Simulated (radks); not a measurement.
Results of a calculation; reference values are marked as such.
Question: The mean radii <r> (bohr) of the occupied orbitals of an atom or ion are listed with their occupations. Code: a radial shooting solver on a logarithmic mesh with Libxc functionals. Model: scalar-relativistic Kohn-Sham, LDA (Slater exchange, VWN5 correlation), spin-polarised, spherical densities, finite nucleus; Fermi nuclear charge, rms radius of each element as measured or else 0.836 A^(1/3) + 0.57 fm.

orbital  occ.      <r>
1s up       1  0.02365
1s down     1  0.02365
2s up       1   0.1009
2s down     1   0.1009
2p up       3  0.08869
2p down     3  0.08869
3s up       1   0.2636
3s down     1   0.2634
3p up       3   0.2608
3p down     3   0.2606
3d up       5   0.2368
3d down     5   0.2365
4s up       1   0.5463
4s down     1   0.5463
4p up       3   0.5602

Name the element and its charge. Open shells, if any, are filled with parallel spins first.

Answer: Z = 60, neodymium, charge +27: Nd27+ in [Ar] 3d10 4s2 4p3. The 1s radius gives Z: for a bare nucleus <r> = (2 gamma + 1)/(2Z) with gamma = sqrt(1 - (Z/c)^2), 0.02332 bohr for Z = 60, and screening makes it slightly larger (0.02365 here). The occupations add up to 33, and the charge is Z minus that.
